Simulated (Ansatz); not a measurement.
## Molecular dynamics of Na₁₆N

Input:

```yaml
accuracy: low
crystal:
  lattice:
    - [8.46, 0.0, 0.0]
    - [0.0, 8.46, 0.0]
    - [0.0, 0.0, 8.46]
  atoms:
    - { symbol: Na, position: [0.01094395, -0.02496134, -0.00011802] }
    - { symbol: Na, position: [0.50329302, -0.0044561, -0.0001101] }
    - { symbol: Na, position: [0.01098807, 0.52515525, -0.00011763] }
    - { symbol: Na, position: [0.00216816, -0.00949068, 0.49990297] }
    - { symbol: Na, position: [0.20555117, 0.25009956, 0.19975244] }
    - { symbol: Na, position: [0.50324646, 0.50467292, -0.00010989] }
    - { symbol: Na, position: [0.50976672, 0.03560304, 0.49987535] }
    - { symbol: Na, position: [0.81063937, 0.25012251, 0.19508074] }
    - { symbol: Na, position: [0.0022098, 0.50971623, 0.49990241] }
    - { symbol: Na, position: [0.27929263, 0.75012073, 0.27170057] }
    - { symbol: Na, position: [0.20554191, 0.25010015, 0.80003846] }
    - { symbol: Na, position: [0.50971614, 0.46461545, 0.49987423] }
    - { symbol: Na, position: [0.73491589, 0.75007903, 0.26580232] }
    - { symbol: Na, position: [0.81065387, 0.25012285, 0.80472202] }
    - { symbol: Na, position: [0.27930472, 0.75011961, 0.72807036] }
    - { symbol: Na, position: [0.73490649, 0.75007814, 0.73397836] }
    - { symbol: "N", position: [0.01109862, 0.25010495, -0.00011009] }
basis:
  ecutwfc: 420.0
kpoints:
  mp_grid: { grid: [2, 2, 2] }
hamiltonian:
  xc: pbesol
scf:
  occupations: { method: fermi_dirac, width: 0.15 }
  lower_state_search: "off"
md:
  timestep: 1
  n_steps: 120
  ensemble: nvt_langevin
  temperature: 1200.0
  initial_velocities: maxwell_boltzmann
  seed: 231105
  friction: 0.05
```

Command:

```bash
$ ansatz run input.yaml --threads 2 --pin off --max-ram 5120MiB --backend cpu --events-out ev --progress --plain --runs-dir out
```

It starts from a relaxed structure.

Output, in part (one step line in 2):

```
md step     0: t =     0.00 fs  T =  1129.4 K  F+E_penalty+E_count = -23991.28038207 eV  E_kin = 2.481792 eV  (10 SCF iters)
md step     2: t =     2.00 fs  T =  1069.3 K  F+E_penalty+E_count = -23991.27135903 eV  E_kin = 2.349746 eV  (7 SCF iters)
md step     4: t =     4.00 fs  T =  1265.9 K  F+E_penalty+E_count = -23991.24359605 eV  E_kin = 2.781623 eV  (8 SCF iters)
md step     6: t =     6.00 fs  T =  1354.4 K  F+E_penalty+E_count = -23991.19571411 eV  E_kin = 2.976224 eV  (6 SCF iters)
md step     8: t =     8.00 fs  T =  1275.2 K  F+E_penalty+E_count = -23991.13610417 eV  E_kin = 2.802108 eV  (6 SCF iters)
md step    10: t =    10.00 fs  T =  1274.4 K  F+E_penalty+E_count = -23991.07323939 eV  E_kin = 2.800394 eV  (8 SCF iters)
md step    12: t =    12.00 fs  T =  1369.3 K  F+E_penalty+E_count = -23991.00761552 eV  E_kin = 3.008931 eV  (6 SCF iters)
md step    14: t =    14.00 fs  T =   971.5 K  F+E_penalty+E_count = -23990.94054571 eV  E_kin = 2.134901 eV  (7 SCF iters)
md step    16: t =    16.00 fs  T =   997.6 K  F+E_penalty+E_count = -23990.88131134 eV  E_kin = 2.192193 eV  (6 SCF iters)
md step    18: t =    18.00 fs  T =  1136.7 K  F+E_penalty+E_count = -23990.81569706 eV  E_kin = 2.497769 eV  (6 SCF iters)
md step    20: t =    20.00 fs  T =  1213.2 K  F+E_penalty+E_count = -23990.74395001 eV  E_kin = 2.665895 eV  (7 SCF iters)
md step    22: t =    22.00 fs  T =  1685.8 K  F+E_penalty+E_count = -23990.65912930 eV  E_kin = 3.704342 eV  (6 SCF iters)
md step    24: t =    24.00 fs  T =  1417.2 K  F+E_penalty+E_count = -23990.55907671 eV  E_kin = 3.114124 eV  (6 SCF iters)
md step    26: t =    26.00 fs  T =  1404.5 K  F+E_penalty+E_count = -23990.45539425 eV  E_kin = 3.086257 eV  (6 SCF iters)
md step    28: t =    28.00 fs  T =  1272.6 K  F+E_penalty+E_count = -23990.38856432 eV  E_kin = 2.796433 eV  (6 SCF iters)
md step    30: t =    30.00 fs  T =  1253.4 K  F+E_penalty+E_count = -23990.34102981 eV  E_kin = 2.754153 eV  (7 SCF iters)
md step    32: t =    32.00 fs  T =  1165.1 K  F+E_penalty+E_count = -23990.29724694 eV  E_kin = 2.560136 eV  (6 SCF iters)
md step    34: t =    34.00 fs  T =  1102.5 K  F+E_penalty+E_count = -23990.25651899 eV  E_kin = 2.422731 eV  (7 SCF iters)
md step    36: t =    36.00 fs  T =  1224.1 K  F+E_penalty+E_count = -23990.22343744 eV  E_kin = 2.689939 eV  (6 SCF iters)
md step    38: t =    38.00 fs  T =  1183.0 K  F+E_penalty+E_count = -23990.19107565 eV  E_kin = 2.599467 eV  (6 SCF iters)
md step    40: t =    40.00 fs  T =  1220.8 K  F+E_penalty+E_count = -23990.16880558 eV  E_kin = 2.682562 eV  (8 SCF iters)
md step    42: t =    42.00 fs  T =  1115.1 K  F+E_penalty+E_count = -23990.15123595 eV  E_kin = 2.450279 eV  (6 SCF iters)
md step    44: t =    44.00 fs  T =  1015.2 K  F+E_penalty+E_count = -23990.13468304 eV  E_kin = 2.230773 eV  (6 SCF iters)
md step    46: t =    46.00 fs  T =  1285.8 K  F+E_penalty+E_count = -23990.13894282 eV  E_kin = 2.825540 eV  (6 SCF iters)
md step    48: t =    48.00 fs  T =  1483.2 K  F+E_penalty+E_count = -23990.13842264 eV  E_kin = 3.259254 eV  (6 SCF iters)
md step    50: t =    50.00 fs  T =  1273.8 K  F+E_penalty+E_count = -23990.13354199 eV  E_kin = 2.799052 eV  (8 SCF iters)
md step    52: t =    52.00 fs  T =  1362.7 K  F+E_penalty+E_count = -23990.11483090 eV  E_kin = 2.994515 eV  (6 SCF iters)
md step    54: t =    54.00 fs  T =  1351.1 K  F+E_penalty+E_count = -23990.07213552 eV  E_kin = 2.969010 eV  (6 SCF iters)
md step    56: t =    56.00 fs  T =  1356.3 K  F+E_penalty+E_count = -23990.01164106 eV  E_kin = 2.980455 eV  (6 SCF iters)
md step    58: t =    58.00 fs  T =  1266.1 K  F+E_penalty+E_count = -23989.93823205 eV  E_kin = 2.782172 eV  (6 SCF iters)
md step    60: t =    60.00 fs  T =  1326.6 K  F+E_penalty+E_count = -23989.85980308 eV  E_kin = 2.915192 eV  (8 SCF iters)
md step    62: t =    62.00 fs  T =  1097.5 K  F+E_penalty+E_count = -23989.78618467 eV  E_kin = 2.411682 eV  (6 SCF iters)
md step    64: t =    64.00 fs  T =   970.5 K  F+E_penalty+E_count = -23989.73143326 eV  E_kin = 2.132672 eV  (5 SCF iters)
md step    66: t =    66.00 fs  T =   977.6 K  F+E_penalty+E_count = -23989.69049411 eV  E_kin = 2.148164 eV  (6 SCF iters)
md step    68: t =    68.00 fs  T =   934.0 K  F+E_penalty+E_count = -23989.63801153 eV  E_kin = 2.052495 eV  (6 SCF iters)
md step    70: t =    70.00 fs  T =   880.5 K  F+E_penalty+E_count = -23989.60549821 eV  E_kin = 1.934924 eV  (7 SCF iters)
md step    72: t =    72.00 fs  T =   961.8 K  F+E_penalty+E_count = -23989.57599183 eV  E_kin = 2.113518 eV  (6 SCF iters)
md step    74: t =    74.00 fs  T =   852.2 K  F+E_penalty+E_count = -23989.54808972 eV  E_kin = 1.872642 eV  (6 SCF iters)
md step    76: t =    76.00 fs  T =   915.1 K  F+E_penalty+E_count = -23989.50949243 eV  E_kin = 2.010783 eV  (6 SCF iters)
md step    78: t =    78.00 fs  T =  1172.2 K  F+E_penalty+E_count = -23989.44932806 eV  E_kin = 2.575775 eV  (6 SCF iters)
md step    80: t =    80.00 fs  T =  1093.2 K  F+E_penalty+E_count = -23989.37117326 eV  E_kin = 2.402171 eV  (8 SCF iters)
md step    82: t =    82.00 fs  T =  1328.8 K  F+E_penalty+E_count = -23989.29277066 eV  E_kin = 2.919865 eV  (6 SCF iters)
md step    84: t =    84.00 fs  T =  1418.8 K  F+E_penalty+E_count = -23989.20052537 eV  E_kin = 3.117606 eV  (6 SCF iters)
md step    86: t =    86.00 fs  T =  1449.6 K  F+E_penalty+E_count = -23989.12642025 eV  E_kin = 3.185396 eV  (6 SCF iters)
md step    88: t =    88.00 fs  T =  1275.8 K  F+E_penalty+E_count = -23989.08204425 eV  E_kin = 2.803574 eV  (6 SCF iters)
md step    90: t =    90.00 fs  T =  1255.9 K  F+E_penalty+E_count = -23989.04598292 eV  E_kin = 2.759765 eV  (8 SCF iters)
md step    92: t =    92.00 fs  T =  1380.8 K  F+E_penalty+E_count = -23989.04349902 eV  E_kin = 3.034248 eV  (6 SCF iters)
md step    94: t =    94.00 fs  T =  1278.1 K  F+E_penalty+E_count = -23989.08209242 eV  E_kin = 2.808542 eV  (6 SCF iters)
md step    96: t =    96.00 fs  T =  1177.2 K  F+E_penalty+E_count = -23989.12952495 eV  E_kin = 2.586763 eV  (6 SCF iters)
md step    98: t =    98.00 fs  T =  1131.4 K  F+E_penalty+E_count = -23989.17714965 eV  E_kin = 2.486154 eV  (6 SCF iters)
md step   100: t =   100.00 fs  T =   993.0 K  F+E_penalty+E_count = -23989.21876349 eV  E_kin = 2.181954 eV  (8 SCF iters)
md step   102: t =   102.00 fs  T =  1218.0 K  F+E_penalty+E_count = -23989.24789131 eV  E_kin = 2.676375 eV  (7 SCF iters)
md step   104: t =   104.00 fs  T =  1163.4 K  F+E_penalty+E_count = -23989.27594425 eV  E_kin = 2.556489 eV  (6 SCF iters)
md step   106: t =   106.00 fs  T =  1133.2 K  F+E_penalty+E_count = -23989.28650093 eV  E_kin = 2.490055 eV  (6 SCF iters)
md step   108: t =   108.00 fs  T =  1114.9 K  F+E_penalty+E_count = -23989.26067376 eV  E_kin = 2.449816 eV  (6 SCF iters)
md step   110: t =   110.00 fs  T =   875.7 K  F+E_penalty+E_count = -23989.23682673 eV  E_kin = 1.924364 eV  (8 SCF iters)
md step   112: t =   112.00 fs  T =   896.8 K  F+E_penalty+E_count = -23989.19124285 eV  E_kin = 1.970631 eV  (6 SCF iters)
md step   114: t =   114.00 fs  T =   850.9 K  F+E_penalty+E_count = -23989.16259304 eV  E_kin = 1.869807 eV  (7 SCF iters)
md step   116: t =   116.00 fs  T =   777.0 K  F+E_penalty+E_count = -23989.14697114 eV  E_kin = 1.707288 eV  (6 SCF iters)
md step   118: t =   118.00 fs  T =   826.4 K  F+E_penalty+E_count = -23989.12387713 eV  E_kin = 1.815965 eV  (6 SCF iters)
md step   120: t =   120.00 fs  T =  1005.7 K  F+E_penalty+E_count = -23989.10611606 eV  E_kin = 2.209967 eV  (7 SCF iters)
```

All steps were run. A run of 0.12 ps of so small a system gives no equilibrium averages. Limits of this set-up: coarse k mesh, odd electron count without spin, low accuracy level.

Mean squared displacements from the first frame to the last, about the centre of mass: Na 0.37 Å², N 0.35 Å².

Last frame:

```xyz
17
Lattice="8.4600 0.0000 0.0000 0.0000 8.4600 0.0000 0.0000 0.0000 8.4600" Properties=species:S:1:pos:R:3
Na -0.008 -0.124 -0.101
Na 4.560 0.353 -0.016
Na 0.496 4.460 -0.153
Na 0.417 -1.023 4.591
Na 1.945 2.643 1.880
Na 4.542 3.916 0.445
Na 4.369 0.643 4.933
Na 7.531 1.687 1.868
Na -0.556 3.807 4.411
Na 2.598 5.681 2.486
Na 1.946 2.042 6.424
Na 4.136 3.732 3.941
Na 6.986 6.770 2.169
Na 7.120 1.869 6.967
Na 2.873 6.345 6.092
Na 6.085 6.004 5.564
N 0.748 2.165 -0.335
```

Run time: 13 min on 2 threads of Intel(R) Xeon(R) Platinum 8488C (Sapphire Rapids) (shared host), peak memory 1.4 GiB.
